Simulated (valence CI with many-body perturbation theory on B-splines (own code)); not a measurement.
## Energy levels of Se XXX

Calculated by relativistic CI+MBPT: three valence electrons over a frozen Dirac-Fock core [He], a basis of 11 s, 11 p, 10 d, 8 f, 5 g, 2 h functions for each j, with the one-electron correlation potential Σ1, the two-electron term Σ2, the three-electron term Σ3, Breit, model QED; selected CI, second order for the rest, scaled by the run's own slope (own B-spline code, finite nucleus).

The last digits are not significant, and no measured levels were compared; by estimate large intervals hold to a few tenths of a per cent, small ones and those within an open d or f shell to about a per cent.

Levels 91 to 135 of 211, with energies above the lowest level, (2s^2 2p1/2) J=1/2. "Leading %" is the weight of the configuration and term that name the level; weights of strongly mixed levels are sums over their largest components and can fall short. In the jj column 3d3/2^4 stands for four electrons in 3d with j = 3/2.

```
No.  Configuration  Term    J  E (eV)  Leading %      g   Second component                Leading jj
 91         2p2.3d    4F  5/2  2121.8         50  0.984     42 % 2p2.3d 2F  2p1/2 2p3/2 3d3/2 (93 %)
 92         2p2.3d    4D  1/2  2122.9         81  0.195     14 % 2p2.3d 2P  2p1/2 2p3/2 3d3/2 (99 %)
 93         2p2.3d    4F  7/2  2123.7         66  1.272     27 % 2p2.3d 4D  2p1/2 2p3/2 3d5/2 (91 %)
 94         2p2.3p   2P°  1/2  2125.0         79  0.761    12 % 2p2.3p 2S°  2p1/2 2p3/2 3p3/2 (86 %)
 95         2p2.3d    2F  7/2  2128.9         43  1.167     25 % 2p2.3d 4D  2p1/2 2p3/2 3d3/2 (72 %)
 96         2p2.3d    2F  5/2  2130.7         40  1.211     37 % 2p2.3d 4P  2p1/2 2p3/2 3d5/2 (86 %)
 97         2p2.3d    4D  3/2  2131.1         43  1.220     28 % 2p2.3d 2P  2p1/2 2p3/2 3d5/2 (84 %)
 98         2p2.3d    4F  9/2  2132.7         57  1.234     43 % 2p2.3d 2G  2p1/2 2p3/2 3d5/2 (94 %)
 99         2p2.3d    4D  5/2  2138.6         36  1.288     32 % 2p2.3d 2D  2p1/2 2p3/2 3d3/2 (52 %)
100         2p2.3d    4P  3/2  2140.6         52  1.431     23 % 2p2.3d 2P  2p1/2 2p3/2 3d3/2 (81 %)
101         2p2.3d    4P  1/2  2142.1         53  2.193     29 % 2p2.3d 2S  2p1/2 2p3/2 3d3/2 (75 %)
102         2p2.3d    2F  7/2  2145.7         44  1.084     37 % 2p2.3d 2G  2p1/2 2p3/2 3d5/2 (76 %)
103         2p2.3d    2P  1/2  2146.2         53  1.201     26 % 2p2.3s 2S  2p1/2 2p3/2 3d5/2 (44 %)
104         2p2.3p   2D°  3/2  2146.4         34  1.329    22 % 2p2.3p 2P°      2p3/2^2 3p1/2 (91 %)
105         2p2.3d    2D  5/2  2146.7         60  1.114     32 % 2p2.3d 2F  2p1/2 2p3/2 3d5/2 (60 %)
106         2p2.3d    2D  3/2  2148.4         76  0.883     16 % 2p2.3d 2P  2p1/2 2p3/2 3d5/2 (91 %)
107         2p2.3p   2D°  5/2  2149.2         61  1.155    22 % 2p2.3p 2F°      2p3/2^2 3p1/2 (89 %)
108         2p2.3s    2S  1/2  2151.5         50  1.531     27 % 2p2.3d 2P         2p3/2^2 3s (57 %)
109         2p2.3p   2D°  5/2  2151.5         54  1.267    30 % 2p2.3p 4P°      2p3/2^2 3p3/2 (96 %)
110         2p2.3p   2F°  7/2  2152.8         55  1.265    44 % 2p2.3p 4D°      2p3/2^2 3p3/2 (94 %)
111         2p2.3p   2P°  1/2  2154.0         73  1.012    20 % 2p2.3p 2S°      2p3/2^2 3p3/2 (86 %)
112         2p2.3p   2P°  3/2  2173.7         65  1.272    17 % 2p2.3p 2D°      2p3/2^2 3p3/2 (96 %)
113         2p2.3d    2F  7/2  2177.8         55  1.216     33 % 2p2.3d 4D      2p3/2^2 3d5/2 (97 %)
114         2p2.3d    2G  9/2  2179.8         57  1.202     43 % 2p2.3d 4F      2p3/2^2 3d5/2 (94 %)
115         2p2.3p   2P°  1/2  2180.6         89  0.668     6 % 2p2.3p 4D°      2p3/2^2 3p1/2 (90 %)
116         2p2.3d    2D  3/2  2182.7         53  1.051     16 % 2p2.3d 4P      2p3/2^2 3d3/2 (92 %)
117         2p2.3d    2D  5/2  2182.8         37  1.205     20 % 2p2.3d 4D      2p3/2^2 3d3/2 (77 %)
118         2p2.3d    2P  1/2  2183.2         79  0.800     10 % 2p2.3d 4D      2p3/2^2 3d3/2 (46 %)
119         2p2.3d    2F  7/2  2186.2         55  1.079     30 % 2p2.3d 2G      2p3/2^2 3d3/2 (93 %)
120         2p2.3p   2P°  3/2  2190.9         79  1.318     7 % 2p2.3p 2D°      2p3/2^2 3p3/2 (92 %)
121         2p2.3d    2S  1/2  2192.8         60  2.042     28 % 2p2.3d 4P      2p3/2^2 3d3/2 (45 %)
122         2p2.3d    2P  3/2  2196.3         65  1.273     14 % 2p2.3d 4P      2p3/2^2 3d5/2 (88 %)
123         2p2.3d    2D  5/2  2197.6         61  1.105     31 % 2p2.3d 2F      2p3/2^2 3d5/2 (83 %)
124         2p2.3d    2D  5/2  2219.2         79  1.186      8 % 2p2.3d 2F      2p3/2^2 3d5/2 (91 %)
125         2p2.3d    2D  3/2  2219.3         89  0.803      4 % 2p2.3d 4F      2p3/2^2 3d3/2 (89 %)
126         2s2.4s    2S  1/2  2498.9         96  2.000                               2s^2 4s (96 %)
127         2s2.4p   2P°  1/2  2511.7         96  0.664                            2s^2 4p1/2 (96 %)
128         2s2.4p   2P°  3/2  2517.4         96  1.333                            2s^2 4p3/2 (96 %)
129         2s2.4d    2D  3/2  2527.7         96  0.798                            2s^2 4d3/2 (96 %)
130         2s2.4d    2D  5/2  2529.4         96  1.199                            2s^2 4d5/2 (96 %)
131         2s2.4f   2F°  5/2  2535.4         96  0.855                            2s^2 4f5/2 (96 %)
132         2s2.4f   2F°  7/2  2536.2         96  1.142                            2s^2 4f7/2 (96 %)
133       2s.2p.4s   4P°  1/2  2558.7         82  2.311  17 % 2s.2p.4s 2P°        2s 2p1/2 4s (99 %)
134       2s.2p.4s   4P°  3/2  2567.1         78  1.640  22 % 2s.2p.4s 2P°        2s 2p1/2 4s (90 %)
135       2s.2p.4s   2P°  1/2  2570.1         85  0.953  15 % 2s.2p.4s 4P°        2s 2p1/2 4s (90 %)
```
